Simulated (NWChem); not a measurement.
Species: SiH₂SO, singlet; SMILES O[Si]S

```xyz
5

Si    -0.6845    -0.6758     0.0000
O      0.7032    -1.5963     0.0000
H      1.5889    -1.1990     0.0000
S      0.2078     1.3380     0.0000
H     -0.9564     2.0218     0.0000
```
Atoms are numbered in this order, from 1.

Results from NWChem. Low-valent species are run as closed-shell singlets; no triplet was tried in these runs. Geometry: optimised at B3LYP/6-31G* (spherical d). Total energies compare along this basis series because the functional is fixed.

| level | basis functions | energy (Ha) | highest occupied level (eV) | orbital gap (eV) | dipole (D) |
|---|---|---|---|---|---|
| Hartree-Fock/def2-SVP | 60 | -762.2525 | -9.32 | 10.86 | 0.58 |
| Hartree-Fock/def2-SVPD | 90 | -762.2710 | -9.47 | 10.73 | 0.57 |
| Hartree-Fock/def2-TZVP | 117 | -762.5940 | -9.41 | 10.70 | 0.57 |
| Hartree-Fock/def2-TZVPP | 143 | -762.5964 | -9.41 | 10.71 | 0.54 |
| Hartree-Fock/def2-QZVP | 257 | -762.6201 | -9.44 | ___ | 0.56 |

Task: Some entries are withheld; supply them.

Result: 
- Hartree-Fock/def2-QZVP, orbital gap (eV): 10.58
